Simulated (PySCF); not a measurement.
Compound: C4H8F2Si (charge +1 and doublet state).
Structure used (GFN2-xTB), in Å, numbered top down from 1:
```
atom  x, y, z in Å
C1     1.0080   -1.5639    0.5848
C2     0.4898   -0.5860   -0.0912
Si3    1.4526    1.2761    0.1560
C4    -0.7292   -0.4311   -0.9034
C5    -1.7819    0.3751   -0.1348
F6    -1.2988    1.6269    0.0875
F7    -1.9861   -0.1681    1.0774
H8     1.9382   -1.5276    1.1293
H9     0.5035   -2.5251    0.6656
H10    1.0297    2.0390   -1.0133
H11    0.9666    1.6483    1.4774
H12    2.8161    0.7444    0.0606
H13   -1.1314   -1.4275   -1.1234
H14   -0.5350    0.0664   -1.8559
H15   -2.7464    0.4610   -0.6552
```

The hyperfine couplings belong to this conformer and change with its torsions.

The species is `[CH2+][C]([SiH3])CC(F)F` [radical] (charge +1).

The calculation used UKS B3LYP, pcH-1 on C F H Si, non-relativistic, mean-field spin-orbit, GIAO in PySCF. One conformer (not necessarily the lowest) at the GFN2-xTB geometry, without solvent, vibrations or thermal averaging. Couplings are sensitive to structure, and on GFN2-xTB geometries they can be far from those on DFT ones, by a factor of two or more for some ions and for spin on atoms past the first row. Stability of the SCF solution: not tested.

The Mulliken spin populations are largest on C2 (+0.47), C1 (+0.16) and Si3 (+0.13).

(1) How do the β-proton couplings of this frozen conformer go with θ, the angle between the C–H bond and the normal to the plane of the spin centre's three neighbours, both seen down the bond from centre to carbon?

## Answers

(1) 
```
β H  on  centre  θ (°)  cos²θ   a (G)
H13  C4      C2     80   0.03  +26.58
H14  C4      C2     39   0.61  +22.10
```

Couplings in gauss use g_iso = 2.0050.

On an Arm Neoverse V2 with one thread, on a shared host, this took 76 s wall (grids of density and orbitals included) and 0.97 GiB of memory at its peak.
